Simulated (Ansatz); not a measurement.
Stepwise reaction of `B[SiH2]O` with hydrogen fluoride, as a gas-phase model of exchange steps in deposition or etching. ΔE in kJ/mol; ΔG adds harmonic PBE0-D4 terms to CCSD(T)/CBS, at 1 bar.

Calculated with Ansatz (gas phase, PBE0-D4/def2-TZVP geometries, no zero-point term in ΔE). CCSD(T)/CBS adds triple-zeta CCSD(T) − MP2 to the extrapolated MP2 energy (def2 sets, frozen cores). This one scheme is used for every species. DFT in def2-TZVPP. B3LYP here is the variant with VWN-RPA as its local correlation; programs differ in this. One conformer a species, not always the lowest.

```
step                                  reaction  PBE-D4  B3LYP-D4  ωB97M-V  CCSD(T)/CBS  ΔG(600 K)
   2  `B[SiH](O)F` + H–F → `B[Si](O)(F)F` + H₂  -139.0    -149.2   -149.8       -146.0     -145.4
```

Give the row of step 1, `B[SiH2]O` + H–F → `B[SiH](O)F` + H₂. (An estimate is asked.)

Computed: 
```json
{"step": "1", "reaction": "`B[SiH2]O` + H–F → `B[SiH](O)F` + H₂", "PBE-D4": "-123.9", "B3LYP-D4": "-133.6", "ωB97M-V": "-133.8", "CCSD(T)/CBS": "-130.6", "ΔG(600 K)": "-125.6"}
```

By hand: ΔE of the 2 steps together at CCSD(T)/CBS.

(-130.6) + (-146.0) = -276.6 kJ/mol, or -138.3 kJ/mol a step.

In ΔE each step is lower than the one before. All are downhill at CCSD(T)/CBS. ΔG lies between -145.4 and -125.6 kJ/mol a step. PBE-D4 differs from CCSD(T)/CBS by 6.7 to 7.0 kJ/mol a step. Isolated molecules leave out the surface, adducts and barriers. Largest T1 diagnostic: 0.012.
